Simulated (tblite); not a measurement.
Compound: C8H9FO.
Structure used (GFN2-xTB), in Å, numbered top down from 1:
```xyz
19
C8H9FO angstrom
C     -1.4546    1.4423   -1.7144
C     -1.2733    0.7729   -0.7396
C     -1.0497   -0.0644    0.4247
C     -1.6885   -1.4417    0.2224
C      0.4634   -0.1757    0.7016
F      0.6013   -0.9171    1.8826
C      1.2765   -0.7797   -0.4063
C      2.2233    0.0847   -0.7515
O      2.2243    1.2483   -0.0640
C      1.1667    1.1860    0.8856
H     -1.6257    2.0344   -2.5628
H     -1.5040    0.4152    1.3017
H     -1.4350   -2.0918    1.0564
H     -1.3371   -1.8936   -0.7019
H     -2.7700   -1.3424    0.1672
H      1.1080   -1.7587   -0.8017
H      2.9870    0.0007   -1.5032
H      0.4900    2.0247    0.7034
H      1.5876    1.2651    1.8923
```

Calculated harmonic vibrations of the isolated species, GFN2-xTB (tblite), most abundant isotopes, no scaling. This tight-binding method is rough: wavenumbers can miss measured ones by several per cent, in bad cases by 10 to 20. One conformer, not necessarily the lowest.

Harmonic wavenumbers (cm⁻¹): 55.5, 68.3, 143.4, 177.5, 213.6, 223.1, 278.0, 319.5, 346.9, 413.8, 440.0, 497.6, 554.5, 603.6, 666.6, 683.8, 756.2, 777.6, 830.5, 849.5, 879.8, 921.0, 996.1, 1012.7, 1032.8, 1061.5, 1091.0, 1095.5, 1140.4, 1145.7, 1171.3, 1194.1, 1237.8, 1268.9, 1288.7, 1327.3, 1405.5, 1445.1, 1486.9, 1496.3, 1663.6, 2294.2, 2906.3, 2953.9, 2968.8, 3041.0, 3045.9, 3048.1, 3140.3, 3199.6, 3400.8.

A = 1779, B = 1335, C = 980.0 MHz; mass 140.064 u (most abundant isotopes); point group C1, symmetry number 1.

Question: What is the zero-point energy?

Answer: ½Σν̃ = 32130 cm⁻¹ = 384.36 kJ/mol.

Question: Give the ideal-gas entropy at 200 K and 1 bar in the rigid-rotor, harmonic-oscillator model (classical rotation).

Answer: Translation 162.19, rotation 117.67, vibration 73.45: S = 353.3 J/(mol K).

Question: And Cp and H(200 K) − H(0)?

Answer: Cp = 120.57 J/(mol K), of which vibrations give 87.32 (their classical limit is 51 R = 424.0); H(200 K) − H(0) = 14.99 kJ/mol without the zero-point energy, 8.34 from vibrations.

Question: Blend soft modes into free rotors: weight 1/[1 + (100 cm⁻¹/ν̃)⁴] for the oscillator and the rest for a rotor with moment μB/(μ + B), μ = h/(8π²ν), B = 10⁻⁴⁴ kg m². What vibrational entropy results?

Answer: 68.88 J/(mol K) in place of 73.45, which changes −T·S at 200 K by +0.92 kJ/mol.

Question: What must be added to the electronic energy to get the Gibbs energy at 200 K and 1 bar?

Answer: ZPE + [H(200 K) − H(0)] − T·S = 384.36 + 14.99 − 70.66 = 328.69 kJ/mol.

Hindered rotation and anharmonicity are outside this model. Other conformers, if any are populated, would add a mixing term that is left out. The structure is chiral; the term R ln 2 for an equal mix with its mirror image is left out.

Hardware: Arm Neoverse V1, one thread, no GPU, shared host with 32 logical CPUs at a one-minute load of 18. Cost: 0.75 s of wall time. This covers the Hessian and the dipole derivatives.
